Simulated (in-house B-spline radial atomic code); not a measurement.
## LC-wPBE excitations of Ge V (Ge4+)

Method: LC-wPBE. Computed with an all-electron radial atomic-structure program (B-spline basis): linear response of the closed shell [Ar] 3d10 with the functional's adiabatic kernel; non-relativistic, point nucleus, no spin-orbit coupling, no double excitations, S, P, D and F terms only. Only terms of natural parity with L up to 3 were computed.

Without relativity these are model numbers for so heavy an element.

Command:
```bash
python run_td.py task.json out
```
Settings (radii: box in bohr, nucleus in fm):
```
Z                        32
electrons                28
configuration            [Ar] 3d10
hamiltonian              nr
method                   lc_wpbe
box_radius               19.1
intervals                54
```

Time taken, with all properties: 0.8 s on 1 thread of Intel(R) Xeon(R) 6975P-C (Granite Rapids) (shared host).

The lowest states, in the order of their Tamm-Dancoff energies; the method's threshold (minus the highest occupied level) is 84.25 eV. Labels give the largest channel, * marks a mixed state, and oscillator strengths are full-response dipole values. Semilocal kernels can invert the small singlet-triplet splittings of Rydberg terms. Energies in eV:

```tsv
state	full response	Tamm-Dancoff	oscillator strength
3d → 4s 3D	26.921	26.937	-
3d → 4s 1D	27.570	27.578	-
3d → 4p 3P	37.43	37.45	-
3d → 4p 3F	37.58	37.59	-
3d → 4p 1F	38.00	38.00	-
3d → 4p 1P	38.98	39.05	0.515
3d → 4d 3S	52.54	52.57	-
3d → 4d 3D	53.06	53.07	-
3d → 4d 1D	53.53	53.54	-
3d → 5s 3D	55.78	55.78	-
3d → 5s 1D	55.94	55.94	-
3d → 4d 1S	?	?	-
3d → 5p 3P	59.55	59.56	-
3d → 5p 3F	59.61	59.61	-
3d → 5p 1F	?	?	-
3d → 5p 1P	60.00	60.02	0.0631
```

(1) Where does 3d → 4d 1S lie?

(2) Where does 3d → 5p 1F lie?

(3) How large is the singlet-triplet splitting of 3d → 4s (D terms) in Tamm-Dancoff?

(4) What polarisabilities and dispersion coefficient does the method give?

## Answers

(1) At 56.62 eV in full response, 57.08 eV in Tamm-Dancoff.

(2) At 59.74 eV in full response, 59.74 eV in Tamm-Dancoff.

(3) 0.641 eV, from the unrounded values.

(4) Dipole 0.8423 bohr³, quadrupole 1.263 bohr⁵, C6 1.608 hartree·bohr⁶ for two such species.
